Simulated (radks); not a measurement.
The numbers below are computed, except where a source is named.
Q: These are the eigenvalues of the occupied orbitals of an atom or ion with whole-number occupations (eV). Code: a radial shooting solver on a logarithmic mesh with Libxc functionals. Model: Dirac Kohn-Sham, PBE, spin-unpolarised, spherical densities, finite nucleus; Fermi nuclear charge, rms radius of each element as measured or else 0.836 A^(1/3) + 0.57 fm.

| orbital | eigenvalue |
|---|---|
| 1s1/2 | -38714.75 |
| 2s1/2 | -6159.883 |
| 2p1/2 | -5809.567 |
| 2p3/2 | -5396.444 |
| 3s1/2 | -1316.898 |
| 3p1/2 | -1169.161 |
| 3p3/2 | -1088.644 |
| 3d3/2 | -829.8160 |
| 3d5/2 | -812.5913 |
| 4s1/2 | -265.2999 |
| 4p1/2 | -210.9315 |
| 4p3/2 | -193.8050 |
| 4d3/2 | -104.6643 |
| 4d5/2 | -101.6907 |
| 5s1/2 | -38.1465 |
| 5p1/2 | -23.5093 |
| 5p3/2 | -21.0441 |
| 5d3/2 | -2.9637 |
| 6p1/2 | -1.6124 |

Which element is it, and in what charge state? The configuration may be excited. Open shells, if any, fill j = l - 1/2 first.

A: Z = 57, lanthanum, charge 0: La in [Xe] 5d2 6p1. The list shows which subshells hold electrons but not how many an open one holds; the 1s level, -1422.7 hartree, gives Z - s = 53.3 by -(Z - s)^2/2, which with screening and relativity narrows Z to a few neighbours, and the depths of the outer levels then fix element, charge and occupations together.
